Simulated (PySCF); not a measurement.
## Which determinant of ZnC⁺ lies lowest?

Unrestricted PBE0; basis Zn pcseg-1, C pcseg-1; no relativity; PySCF 2.14. Outer shells of the fragments: Zn+ 3d10 4s1; C 2s2 2p2.

Followed along the bond (rough minima from three points):

```tsv
2Ms+1	unpaired	⟨S²⟩ at the start	R at minimum (Å)	Te (eV)
2	π ↑	0.81	2.11	0.00
4	σ ↑, π ↑↑	3.76	1.90	0.34
2	σ ↓, π ↑↑	1.77	1.99	1.25
2	σ ↑, π ↑↓	1.76	1.92	1.26
```

Solutions found at the starting distance of 2.000 Å, counted from the lowest of them; the search is not exhaustive and high or unbound solutions are not listed, so other states can lie among these:

```tsv
2Ms+1	unpaired	term	E (eV)	⟨S²⟩	⟨Lz²⟩	μ (D)
2	π ↑	²Π	0.00	0.81	1.00	-1.22
4	σ ↑, π ↑↑	⁴Σ⁻	0.37	3.76	0.00	-2.56
2	σ ↓, π ↑↑	mixed	1.21	1.77	0.00	-2.31
2	σ ↑, π ↑↓	mixed	1.26	1.76	2.01	-2.49
4	σ ↑↑, π ↑	⁴Π	1.71	3.75	1.00	2.43
2	σ ↑	²Σ⁺	2.33	0.75	0.00	2.66
```

A term symbol is given only where ⟨S²⟩ and ⟨Lz²⟩ are close to those of a pure state; real π, δ and φ orbitals otherwise mix terms. A positive dipole points towards C; it is taken about the centre of mass and depends on that origin.

Counting both spins, an empty level lies below a filled one in some of these solutions, because spin and occupation are held.
